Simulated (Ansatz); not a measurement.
Reaction (substitution at a C–B bond): `BC(C)C=N` + HCl → `CC(Cl)C=N` + BH₃

Program: Ansatz. Geometries: PBE0-D4/def2-TZVP. ΔE: electronic, gas phase. CCSD(T)/CBS is the MP2 limit (def2-TZVPP, def2-QZVPP) plus CCSD(T) − MP2 in def2-TZVPP, frozen cores. This one scheme is used for every species. DFT in def2-TZVPP. Each species was taken in one conformer, which may not be the lowest.

```
             level  ΔE (kJ/mol)
            B2PLYP         54.8
               PBE         62.0
              PBE0         61.5
SCS-MP2/def2-TZVPP         51.2
```

Task: What does CCSD(T)/CBS give? (Estimate.)

Result: The calculation gave: +55.6 kJ/mol. The listed levels differ from it by -0.8, 6.4, 5.9, -4.4 kJ/mol.

Largest T1 diagnostic among the species: 0.011.

In def2-TZVPP, CCSD(T) changes the Hartree–Fock value by +9.3 kJ/mol (the triples alone add −0.9 kJ/mol) and MP2 by +8.5 kJ/mol.
